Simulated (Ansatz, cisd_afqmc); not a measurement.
System: Br, charge 0, doublet.

Total energies in def2-SVP, 7 correlated electrons, 14 frozen orbitals. Radicals and triplets start from unrestricted determinants; spin-orbit coupling is neglected. Correlated methods leave the cores frozen (noble-gas shells, and filled d and f shells in the p block). No relativity. AFQMC/CISD: phaseless, guided by CISD from CCSD amplitudes; bars are statistical, one sigma. Outlying blocks are dropped, and bars are widened where a walk drifts. Over all cases where full CI ran beside it in this data, AFQMC minus full CI had a median of +0.1 mEh and passed +0.4 mEh in a tenth of the cases. Spin-orbit terms, left out, reach several kcal/mol for Br and I, and more for heavier atoms.

```tsv
method	program	energy (Eh)	minus CCSDTQ (mEh)
HF	Ansatz	-2572.08220	113.95
MP2	Ansatz	-2572.17971	16.44
CCSD	Ansatz	-2572.19449	1.67
CCSD(T)	Ansatz	-2572.19581	0.34
CCSDT(Q)	Ansatz	-2572.19614	0.01
CCSDTQ	Ansatz	-2572.19615	0.00
AFQMC/CISD	cisd_afqmc	-2572.1960 ± 0.0001	0.1 ± 0.1
```

Ansatz is a program for electronic structure.
